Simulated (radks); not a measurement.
Values are calculated unless marked as measured or tabulated.
Dipole-allowed excitations along the series with 3 electrons in [He] 2s1. Code: a radial shooting solver on a logarithmic mesh with Libxc functionals. Model: scalar-relativistic Kohn-Sham, exchange-only LDA, spin-polarised, spherical densities, finite nucleus; open shells are filled with parallel spins first; Fermi nuclear charge, rms radius of each element as measured or else 0.836 A^(1/3) + 0.57 fm. Time-dependent linear response with the Hartree and adiabatic exchange-only LDA kernel, continuum included through the Sternheimer equations, no spin-orbit coupling, so fine structure and intercombination lines are absent. Lines are the poles of the dipole polarisability below minus the highest occupied eigenvalue, found on a grid refined at the orbital gaps; the lowest seven at most are given, and weak or close lines can be missed. The first line takes the name of the lowest orbital gap if no other gap lies below it; otherwise a line is named after a gap within 0.6 % of it, if that gap stands alone.

| species | -e(HOMO) (eV) | lowest orbital gap (eV) | first line (eV) | f | strongest line (eV) | its f | static alpha (bohr^3) | measured (eV) |
|---|---|---|---|---|---|---|---|---|
| Li | 2.733 | 2s-2p 1.757 | 1.937 (2s-2p) | 0.761 | the first | 0.761 | 152.4 | 2s-2p 1.848 |
| Be+ | 13.681 | 2s-2p 3.881 | 4.271 (2s-2p) | 0.500 | the first | 0.500 | 21.36 | 2s-2p 3.959 |
| B2+ | 31.622 | 2s-2p 5.922 | 6.471 (2s-2p) | 0.361 | the first | 0.361 | 6.783 | - |
| C3+ | 56.440 | 2s-2p 7.930 | 8.624 (2s-2p) | 0.282 | the first | 0.282 | 2.980 | - |
| N4+ | 88.105 | 2s-2p 9.926 | 10.762 (2s-2p) | 0.231 | 57.334 (unassigned) | 0.233 | 1.565 | - |
| O5+ | 126.61 | 2s-2p 11.925 | 12.900 (2s-2p) | 0.196 | 80.421 (unassigned) | 0.261 | 0.9212 | - |

Measured values: term averages from the NIST Handbook of Basic Atomic Spectroscopic Data.
